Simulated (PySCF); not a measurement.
Species: CH11NSi3.
SMILES: `CN[SiH2][SiH2][SiH3]`

Torsions of this conformer, `[CH3:1][NH:2][SiH2:3][SiH2:4][SiH3:5]`: C1–N2–Si3–Si4 -53°, N2–Si3–Si4–Si5 -148°.

The closed-shell ground state was solved at several levels (PySCF, density fitting, gas phase, non-relativistic). Isolated species at its GFN2-xTB geometry (one conformer only).

| level | basis functions | HOMO (eV) | LUMO (eV) | gap (eV) | dipole (D) |
| --- | --- | --- | --- | --- | --- |
| CAM-B3LYP/def2-SVPD | 200 | -8.10 | 0.48 | 8.58 | 1.39 |
| PBE0/def2-SVPD | 200 | -6.73 | -0.53 | 6.20 | 1.40 |

Q: What might PBE0/pcSseg-1 (161 basis functions) give for the same quantities?

A: HOMO -6.68 eV, LUMO -0.43 eV, gap 6.25 eV, dipole 1.45 D.

Q: Over all these levels, which gives the widest orbital gap and which the narrowest?

A: CAM-B3LYP/def2-SVPD (range-separated hybrid) has the widest, 8.58 eV, and PBE0/def2-SVPD (global hybrid, 25 % exact exchange) the narrowest, 6.20 eV. The two share the basis. From the narrowest to the widest the HOMO moves by -1.37 eV and the LUMO by +1.01 eV.

Q: How far do the dipole and the HOMO energy spread over the levels?

A: The dipole runs from 1.39 to 1.45 D (mean 1.42 D) and the HOMO from -8.10 to -6.68 eV.
